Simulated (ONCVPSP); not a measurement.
# Mo: ONCV pseudisation with PBE, fully relativistic reference atom.

ONCVPSP 4.0.1 input, shortened (lines: element, Z, core and valence counts, functional; n l f; lmax; l rc ep ncon nbas qcut; lloc lpopt rc5 dvloc0; l nproj debl; icmod fcfact rcfact), PBE, fully relativistic:

```
  Mo 42.00    6    5        4      upf
    1    0    2.00
    2    0    2.00
    2    1    6.00
    3    0    2.00
    3    1    6.00
    3    2   10.00
    4    0    2.00
    4    1    6.00
    4    2    5.00
    5    0    0.50
    5    1    0.50
    2
    0    1.45    0.00    5    9    6.50
    1    2.35    0.00    3    6    7.50
    2    2.14    0.00    5   10    6.70
    4    5    0.95    0.00
    0    2    3.10
    1    2    3.80
    2    3    2.90
    2    0.45    1.00
```

Open shells are filled in proportion to 2j + 1.

* Cutoffs needed: 31 Ha and 99 Ha (the cutoffs (Ha) at which the residual kinetic energy of the hardest occupied pseudo-wave falls to 1 and 0.1 mHa per electron)
* Ghost test: no bound ghost flagged; GHOST(+) flagged for s at 123.1 eV, d5/2 at 149.3 eV, d3/2 at 242.4 eV
* Largest excitation error: +0.9 meV (all-electron minus pseudo) for 4s2 4p6 4d4 5s0 5p0, out of 4 test configurations
* rms error of d²Exc/dni dnj: 5.43 mHa without and 4.23 mHa with the model core
